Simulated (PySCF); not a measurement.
## TmS: energy against distance

Set-up: Tm x2c-SVPall, S x2c-SVPall; spin-free X2C with a Gaussian nucleus (PySCF 2.14). Energies in eV from Tm (4f13 6s2) + S in their ground configurations at the same level. State: doublet, about 12.7 electrons in the 4f shell (Mulliken), real f orbitals that mix terms.

All columns are revPBE. A positive dipole means Tm(−)S(+).

```tsv
R (Å)	E (eV)	μ (D)	Mulliken charge on Tm (basis-dependent)	HOMO (eV)	LUMO (eV)	Mayer bond order	⟨S²⟩
2.004	-2.313	-5.42	0.23	-2.98	-2.85	2.59	0.94
2.097	-3.059	-6.02	0.28	-3.08	-2.92	2.51	0.94
2.190	-3.485	-6.55	0.32	-3.18	-3.00	2.45	0.94
2.260	-3.647	-6.91	0.35	-3.26	-3.06	2.41	0.93
2.330	-3.707	-7.25	0.37	-3.33	-3.12	2.37	0.92
2.400	-3.688	-7.55	0.39	-3.40	-3.18	2.34	0.92
2.493	-3.571	-7.91	0.41	-3.49	-3.26	2.29	0.91
2.610	-3.325	-8.30	0.43	-3.58	-3.35	2.24	0.89
2.749	-2.949	-8.66	0.44	-3.68	-3.45	2.18	0.88
2.936	-2.395	-9.01	0.45	-3.65	-3.59	2.08	0.86
```

A fit through these points gives, at Re = 2.345 Å, μ = -7.32 D and dμ/dR = -4.47 D/Å; the reduced mass is 26.88 u.

Problem. How strong is the fundamental in the double-harmonic approximation, I = 42.26·(dμ/dR)²/μred km/mol?

Solution. I = 42.26·(-4.47)²/26.88 = 31.4 km/mol at revPBE.

These are scalar-relativistic numbers at best; spin–orbit coupling would shift them, the dissociation energy most. The state is the lowest single determinant that the PBE0 search found; with open d or f shells the true ground state can be another one.
